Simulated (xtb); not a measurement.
C₆H₁₆N₂, charge -1, doublet, at the geometry of the source list (a state made from the parent by changing its charge; the spin is typed, not shown lowest); GFN1-xTB run with xtb.

Input for xtb:
```
$ xtb mol.xyz --gfn 1 --chrg -1 --uhf 1 --hess --json

# file mol.xyz
24

C      2.41240000    -1.09460000     0.97750000
N      1.34980000    -0.27300000     0.44100000
C      1.86760000     0.93370000    -0.16730000
C      0.51700000    -1.04020000    -0.46510000
C     -0.68000000    -0.25830000    -1.01810000
N     -1.30650000     0.61790000    -0.04710000
C     -1.76190000    -0.09170000     1.12920000
C     -2.37730000     1.37450000    -0.65780000
H      2.98100000    -0.51240000     1.70130000
H      1.98200000    -1.95600000     1.48840000
H      3.10470000    -1.46230000     0.20110000
H      1.03490000     1.59190000    -0.39930000
H      2.44490000     0.73210000    -1.08520000
H      2.51830000     1.43740000     0.54630000
H      0.15820000    -1.91350000     0.08710000
H      1.09680000    -1.41460000    -1.33220000
H     -0.35230000     0.36710000    -1.85340000
H     -1.39960000    -0.99750000    -1.42300000
H     -0.89800000    -0.50100000     1.64530000
H     -2.26120000     0.61180000     1.79430000
H     -2.46660000    -0.90510000     0.88770000
H     -3.19590000     0.73580000    -1.03100000
H     -1.98270000     1.94980000    -1.49550000
H     -2.78580000     2.06820000     0.07570000
```

Question: Predict the main parts of the log of this xtb run.

Answer: 
```
   ID    Z sym.   atoms
    1    6 C      1, 3-5, 7, 8
    2    7 N      2, 6
    3    1 H      9-24

           -------------------------------------------------
          |                Calculation Setup                |
           -------------------------------------------------

           -------------------------------------------------
          |                 G F N 1 - x T B                 |
           -------------------------------------------------

          ...................................................
          :                      SETUP                      :
          :.................................................:
          :  # basis functions                  64          :
          :  # atomic orbitals                  64          :
          :  # shells                           48          :
          :  # electrons                        51          :
          :  # halogen bonds                     0          :
          :  max. iterations                   250          :
          :  Hamiltonian                  GFN1-xTB          :
          :  restarted?                      false          :
          :  GBSA solvation                  false          :
          :  PC potential                    false          :
          :  electronic temp.          300.0000000     K    :
          :  accuracy                    1.0000000          :
          :  -> integral cutoff          0.2500000E+02      :
          :  -> integral neglect         0.1000000E-07      :
          :  -> SCF convergence          0.1000000E-05 Eh   :
          :  -> wf. convergence          0.2000000E-04 e    :
          :  Broyden damping             0.4000000          :
          :  net charge                         -1          :
          :  unpaired electrons                  1          :
          ...................................................

 iter      E             dE          RMSdq      gap      omega  full diag
   1    -27.9642847 -0.279643E+02  0.730E+00    0.12       0.0  T
   2    -28.0287025 -0.644178E-01  0.448E+00    0.25       1.0  T
   3    -28.0051471  0.235554E-01  0.114E+00    0.05       1.0  T
   4    -28.0386029 -0.334558E-01  0.363E-01    0.25       1.0  T
   5    -28.0422550 -0.365207E-02  0.925E-02    0.13       1.0  T
   6    -28.0300689  0.121860E-01  0.319E-01    0.11       1.0  T
   7    -28.0425224 -0.124535E-01  0.516E-02    0.15       1.0  T
   8    -28.0425028  0.195550E-04  0.540E-02    0.14       1.0  T
   9    -28.0427003 -0.197461E-03  0.189E-02    0.14       1.1  T
  10    -28.0427188 -0.184573E-04  0.633E-03    0.14       3.2  T
  11    -28.0427230 -0.420454E-05  0.296E-03    0.14       6.9  T
  12    -28.0427237 -0.713388E-06  0.937E-04    0.14      21.8  T
  13    -28.0427237 -0.674864E-07  0.165E-04    0.14     123.8  T
  14    -28.0427237  0.721748E-09  0.213E-04    0.14      96.0  T
  15    -28.0427237 -0.320516E-08  0.179E-05    0.14    1143.5  T

   *** convergence criteria satisfied after 15 iterations ***

         :::::::::::::::::::::::::::::::::::::::::::::::::::::
         ::                     SUMMARY                     ::
         :::::::::::::::::::::::::::::::::::::::::::::::::::::
         :: total energy             -27.722729472505 Eh    ::
         :: gradient norm              0.030082960612 Eh/a0 ::
         :: HOMO-LUMO gap              0.140619908186 eV    ::
         ::.................................................::
         :: SCC energy               -28.042723747295 Eh    ::
         :: -> electrostatic           0.108045346849 Eh    ::
         :: repulsion energy           0.330425050862 Eh    ::
         :: dispersion energy         -0.010430776072 Eh    ::
         :: halogen bond corr.         0.000000000000 Eh    ::
         :: add. restraining           0.000000000000 Eh    ::
         :: total charge              -1.000000000000 e     ::
         :::::::::::::::::::::::::::::::::::::::::::::::::::::

           -------------------------------------------------
          |                Numerical Hessian                |
           -------------------------------------------------
step length          :   0.00500
SCC accuracy         :   0.30000
Hessian scale factor :   1.00000
frozen atoms in %    :   0.00000    0
RMS gradient         :   0.03008 !! INCOMPLETELY OPTIMIZED GEOMETRY !!
estimated CPU  time      0.12 min

writing file <hessian>.

 projected vibrational frequencies (cm⁻¹)
eigval :       -0.00    -0.00    -0.00     0.00     0.00     0.00
eigval :      -65.70   -62.70    45.83   159.30   183.40   192.73
eigval :      202.90   252.84   297.48   316.39   332.83   355.38
eigval :      414.35   417.83   575.77   807.18   821.93   932.49
eigval :      971.27  1045.25  1045.31  1053.82  1063.32  1083.45
eigval :     1086.98  1099.42  1147.13  1162.87  1206.27  1241.67
eigval :     1261.90  1269.86  1282.30  1301.41  1352.82  1356.39
eigval :     1395.35  1396.27  1412.03  1419.05  1458.10  1476.34
eigval :     1477.22  1479.72  1487.02  1487.11  1487.99  1490.04
eigval :     1492.25  1495.25  2826.91  2830.99  2856.94  2857.25
eigval :     2869.50  2871.86  2983.01  3006.81  3018.64  3018.88
eigval :     3027.62  3030.33  3042.02  3043.58  3075.75  3083.04
           -------------------------------------------------
          |                Property Printout                |
           -------------------------------------------------

    * Orbital Energies and Occupations

         #    Occupation            Energy/Eh            Energy/eV
      -------------------------------------------------------------
         1        2.0000           -0.5782955             -15.7362
       ...           ...                  ...                  ...
        14        2.0000           -0.3555854              -9.6760
        15        2.0000           -0.3443790              -9.3710
        16        2.0000           -0.3392853              -9.2324
[...]
   1:  3.48   2:  1.18   3:  5.43   4:  7.66   5:  5.21   6:  4.17   7:  0.47   8:  0.70
   9:  0.36  10:  0.53  11:  0.08  12:  0.15  13:  0.59  14:  0.19  15: 17.45  16:  6.23
  17:  3.90  18: 12.80  19:  0.14  20:  4.16  21: 22.88  22: 11.02  23:  2.94  24:  8.50
  25: 28.01  26:  3.41  27: 12.05  28:  3.24  29:  2.15  30:  8.07  31:  1.38  32:  3.27
Molecule has the following symmetry elements: (C2)
It seems to be the C2 point group
  33: 10.22  34:  2.62  35: 18.00  36:  0.03  37:  4.89  38: 11.20  39:  6.94  40:  1.04
  41:  3.12  42:  3.57  43:225.12  44:  2.07  45:391.31  46: 13.18  47: 20.68  48:  0.50
  49: 28.46  50: 23.20  51:  1.34  52:  0.26  53:  1.18  54:  8.95  55:  2.11  56:  0.09
  57: 18.86  58: 79.47  59: 33.11  60: 23.24  61:115.56  62:125.49  63: 31.03  64:372.91
  65: 14.57  66: 40.08  67: 45.19  68: 10.55  69: 56.56  70: 55.52  71: 77.19  72:  1.91
 Raman intensities (Ä⁴*amu⁻¹)
   1:  0.00   2:  0.00   3:  0.00   4:  0.00   5:  0.00   6:  0.00   7:  0.00   8:  0.00
   9:  0.00  10:  0.00  11:  0.00  12:  0.00  13:  0.00  14:  0.00  15:  0.00  16:  0.00
  17:  0.00  18:  0.00  19:  0.00  20:  0.00  21:  0.00  22:  0.00  23:  0.00  24:  0.00
  25:  0.00  26:  0.00  27:  0.00  28:  0.00  29:  0.00  30:  0.00  31:  0.00  32:  0.00
  33:  0.00  34:  0.00  35:  0.00  36:  0.00  37:  0.00  38:  0.00  39:  0.00  40:  0.00
  41:  0.00  42:  0.00  43:  0.00  44:  0.00  45:  0.00  46:  0.00  47:  0.00  48:  0.00
  49:  0.00  50:  0.00  51:  0.00  52:  0.00  53:  0.00  54:  0.00  55:  0.00  56:  0.00
  57:  0.00  58:  0.00  59:  0.00  60:  0.00  61:  0.00  62:  0.00  63:  0.00  64:  0.00
  65:  0.00  66:  0.00  67:  0.00  68:  0.00  69:  0.00  70:  0.00  71:  0.00  72:  0.00
 output can be read by thermo (or use thermo option).
 writing <g98.out> molden fake output.
 recommended (thermochemical) frequency scaling factor: 1.0
           -------------------------------------------------
          |             Thermodynamic Functions             |
           -------------------------------------------------

c2  symmetry found (for desy threshold:  0.10E+00) used in thermo

          ...................................................
          :                      SETUP                      :
          :.................................................:
          :  # frequencies                          64      :
          :  # imaginary freq.                       2      :
          :  linear?                             false      :
          :  only rotor calc.                    false      :
          :  symmetry                               c2      :
          :  rotational number                       2      :
          :  scaling factor                  1.0000000      :
          :  rotor cutoff                   50.0000000 cm⁻¹ :
          :  imag. cutoff                  -20.0000000 cm⁻¹ :
          :.................................................:

    mode    ω/cm⁻¹     T·S(HO)/kcal·mol⁻¹    T·S(FR)/kcal·mol⁻¹   T·S(vib)
   ------------------------------------------------------------------------
       1     45.83    -1.48765 ( 41.38%)    -1.08203 ( 58.62%)    -1.24988
       2    159.30    -0.76268 ( 99.04%)    -0.71318 (  0.96%)    -0.76220
       3    183.40    -0.68383 ( 99.45%)    -0.67147 (  0.55%)    -0.68376
       4    192.73    -0.65634 ( 99.55%)    -0.65676 (  0.45%)    -0.65634
       5    202.90    -0.62809 ( 99.63%)    -0.64153 (  0.37%)    -0.62814
       6    252.84    -0.51005 ( 99.85%)    -0.57637 (  0.15%)    -0.51015
       7    297.48    -0.42667 ( 99.92%)    -0.52821 (  0.08%)    -0.42675
   ------------------------------------------------------------------------

   temp. (K)  partition function   enthalpy   heat capacity  entropy
                                   cal/mol     cal/K/mol   cal/K/mol   J/K/mol
 298.15  VIB   251.                 4170.325     28.259     24.168
         ROT  0.202E+06              888.752      2.981     27.260
         INT  0.507E+08             5059.077     31.239     51.427
         TR   0.121E+28             1481.254      4.968     40.147
         TOT                        6540.3311    36.2076    91.5749   383.1492

       T/K    H(0)-H(T)+PV         H(T)/Eh          T*S/Eh         G(T)/Eh
   ------------------------------------------------------------------------
    298.15    0.104227E-01    0.227388E+00    0.435102E-01    0.183878E+00
   ------------------------------------------------------------------------

         :::::::::::::::::::::::::::::::::::::::::::::::::::::
         ::                  THERMODYNAMIC                  ::
         :::::::::::::::::::::::::::::::::::::::::::::::::::::
         :: total free energy         -27.538851222984 Eh   ::
         ::.................................................::
         :: total energy              -27.722729472503 Eh   ::
         :: zero point energy           0.216965737073 Eh   ::
         :: G(RRHO) w/o ZPVE           -0.033087487553 Eh   ::
         :: G(RRHO) contrib.            0.183878249520 Eh   ::
         :::::::::::::::::::::::::::::::::::::::::::::::::::::
imag cut-off (cm-1) :    5.00
 found            2  significant imaginary frequencies
 writing imag mode distorted coords to xtbhess.xyz
 for further optimization.

           -------------------------------------------------
          | TOTAL ENERGY              -27.722729472503 Eh   |
          | TOTAL ENTHALPY            -27.495341054332 Eh   |
          | TOTAL FREE ENERGY         -27.538851222984 Eh   |
          | GRADIENT NORM               0.030082961397 Eh/α |
          | HOMO-LUMO GAP               0.140620557855 eV   |
           -------------------------------------------------
########################################################################
[WARNING] Runtime exception occurred
-1- hessian_numhess: Hessian on incompletely optimized geometry!
########################################################################

normal termination of xtb
```
